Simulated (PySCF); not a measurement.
- coordinates at the GFN2-xTB level
- GIAO PBE0/pcSseg-1 shieldings
- program: PySCF
- no solvent model, one conformer, non-relativistic Hamiltonian, equivalent nuclei averaged

Referencing at the same level of theory: 1H, 13C vs TMS. Shifts are as computed. Against solution values, carbons near 30 ppm lie about +3 ppm off and those near 130 ppm about +5 ppm. Of 1309 compounds with measured shifts, 239 miss one by over three times the rms of a fit or turn the order of signals round; such compounds aren't used in these exercises.

Q: Order these molecules by the shift of their most shielded carbon-bound hydrogen, lowest δ first.
A. C[SiH2][C@@H](F)C#C[SiH2]C=O
B. O=C[C@@H]1[SiH2]C=C[SiH2][C@H]1F
C. CO[C@@H]1C(=O)C[Si@H]1P
D. C=CCC(=O)O[SiH2]P

A: A (0.23 ppm, hydrogen on a methyl carbon bonded to Si), C (2.20 ppm, hydrogen on an sp3 CH2 bonded to Si, α to a carbonyl), D (3.07 ppm, hydrogen on an sp3 CH2 α to a carbonyl), B (3.72 ppm, hydrogen on an sp3 CH bonded to Si, α to a carbonyl).

Q: Order these molecules by the shift of their most shielded carbon, lowest δ first.
A. C=C(O[SiH2]P)C(C)=O
B. CC(=O)/C=C/O[SiH2]P
C. O=C[C@@H]1[SiH2]C=C[SiH2][C@H]1F
D. C[SiH2][C@@H](F)C#C[SiH2]C=O
E. C=CCC(=O)O[SiH2]P

A: D (-8.6 ppm, methyl carbon bonded to Si), A (25.7 ppm, methyl carbon α to a carbonyl), B (33.4 ppm, methyl carbon α to a carbonyl), E (48.9 ppm, sp3 CH2 α to a carbonyl), C (53.3 ppm, sp3 CH bonded to Si, α to a carbonyl).

Q: How many 13C and 1H signals does each give (equivalence by symmetry and fast rotation, but not about amide C–N or C=N bonds)? `CO[C@@H]1C(=O)C[Si@H]1P`, `CC(=O)/C=C/O[SiH2]P`, `C=C(O[SiH2]P)C(C)=O`, `C[SiH2][C@@H](F)C#C[SiH2]C=O`, `O=C[C@@H]1[SiH2]C=C[SiH2][C@H]1F`, `C=CCC(=O)O[SiH2]P`

A: CO[C@@H]1C(=O)C[Si@H]1P: 4 C, 6 H; CC(=O)/C=C/O[SiH2]P: 4 C, 5 H; C=C(O[SiH2]P)C(C)=O: 4 C, 5 H; C[SiH2][C@@H](F)C#C[SiH2]C=O: 5 C, 7 H; O=C[C@@H]1[SiH2]C=C[SiH2][C@H]1F: 5 C, 9 H; C=CCC(=O)O[SiH2]P: 4 C, 6 H.
